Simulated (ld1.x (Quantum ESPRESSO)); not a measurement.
# Before and after: PAW potential for aluminium (Al)

* Element: Al
* Generator: ld1.x (Quantum ESPRESSO) 7.5
* Type: PAW
* Functional: PBE
* Relativity: scalar-relativistic
* Frozen core: [Ne]
* Valence charge: 3
* Reference configuration: 3s2 3p1
* Partial waves: 3s (bound): rcut 2.30, rcutus 2.45 bohr; 3s channel at 4.4 Ry: rcut 2.30, rcutus 2.45 bohr; 3p (bound): rcut 1.60, rcutus 1.90 bohr; 3p channel at 0.45 Ry: rcut 1.60, rcutus 1.90 bohr
* Local potential: all-electron potential smoothed inside 1.80 bohr (lloc = -1)
* Core correction: Bessel-smoothed model core, default radius (core density twice the valence density)
* Augmentation charge: PSQ, inside the norm-conserving radii

All-electron outer shells of the reference configuration (PBE, scalar-relativistic, ld1.x):

| shell | level (eV) | outermost node (bohr) | outermost maximum (bohr) |
| --- | --- | --- | --- |
| 2s | -108.17 | 0.16 | 0.50 |
| 2p | -69.64 | – | 0.43 |
| 3s | -7.75 | 0.80 | 2.09 |
| 3p | -2.71 | 0.82 | 2.64 |

Change: core correction Bessel-smoothed model core inside 2.32 bohr.

Cutoffs: the cutoffs (Ry, on a coarse ladder) from which the occupation-weighted sum of valence levels, in a spherical-Bessel basis at the reference potential, stays within 10 and 1 mRy of its value at 400 Ry; they do not see the model core or the augmentation charge, which bear on the density cutoff. Errors are all-electron minus pseudo energies relative to the spin-unpolarised reference configuration.

How do hardness, ghosts and transferability respond?

Both files are so soft that the ladder of cutoffs tells neither apart; of the 7 tests that both files solve, the error grows in 0 and shrinks in 2 by more than 15 % and 0.3 meV (median size 1.5 → 0.8 meV); neither file shows a bound ghost. The default core radius of the base comes out at 1.31 bohr. A wider model core is smoother and lowers the density cutoff, which this test does not measure.

```csv
quantity,base,changed
"cutoff, loose",6 Ry,6 Ry
"cutoff, tight",6 Ry,6 Ry
bound ghosts,none,none
"error for 3s2 3p0, meV [ΔE 5.76 eV]",-0.6,-0.5
"error for 3s1 3p0, meV [ΔE 24.99 eV]",-17,-18
"error for 3s2 3p0.5, meV [ΔE 2.09 eV]",-0.1,-0.1
"error for 3s1 3p1, meV [ΔE 11.57 eV]",-3.6,-3.1
"error for 3s0 3p3, meV [ΔE 10.45 eV]",-6.0,-4.9
"error for 3s1 3p2, meV [ΔE 5.14 eV]",-1.5,-0.8
"error for 3s2 3p1.3, meV [ΔE -0.57 eV]",0.0,0.0
s: phases at 2.66 bohr within 0.05 rad from the reference energy up to (Ry; the scan ends near 5),to the end of the scan,to the end of the scan
p: phases at 2.66 bohr within 0.05 rad from the reference energy up to (Ry; the scan ends near 5),3.1,3.1
lowest overlap eigenvalue by channel,"s 0.69, p 0.79","s 0.69, p 0.79"
```
